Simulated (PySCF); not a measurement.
Converging SnH⁻ in the basis (MP2)

PySCF, UHF reference; triplet, unpaired electrons π ↑↑; De to Sn⁻ + H without counterpoise correction. Frozen cores follow the default of each basis and core potential.

```json
{"basis": "def2-SVPD", "relativity": "scalar-relativistic core potentials", "functions": "40", "Re (Å)": "1.806", "ωe (cm⁻¹)": "1561", "De (eV)": "2.22", "frozen orbitals": "4"}
{"basis": "aug-cc-pVDZ-PP/aug-cc-pVDZ", "relativity": "scalar-relativistic core potentials", "functions": "41", "Re (Å)": "1.805", "ωe (cm⁻¹)": "1559", "De (eV)": "2.21", "frozen orbitals": "4"}
{"basis": "def2-TZVPPD", "relativity": "scalar-relativistic core potentials", "functions": "73", "Re (Å)": "1.784", "ωe (cm⁻¹)": "1604", "De (eV)": "2.29", "frozen orbitals": "4"}
```

**Question.** How does each smaller set differ from the one with most functions, def2-TZVPPD?

**Answer.** def2-SVPD: +2.2 pm, -2.7 % in ωe, -0.07 eV in De; aug-cc-pVDZ-PP/aug-cc-pVDZ: +2.1 pm, -2.8 % in ωe, -0.08 eV in De. All at MP2; the set with most functions is neither the basis-set limit nor always the best.

Correlated steps freeze 4 core orbitals. Correlated levels converge slowly with the basis: in double zeta they bind strong bonds too weakly, by up to about 1 eV, and carry superposition errors of some tenths. Spin–orbit coupling is left out, which matters for elements this heavy, above all for dissociation energies. For an ion De counts to the pair picked by the measured ionisation energies or electron affinities, which need not be the lowest pair at this level. The state was picked by a PBE0 search and need not be the measured ground state.
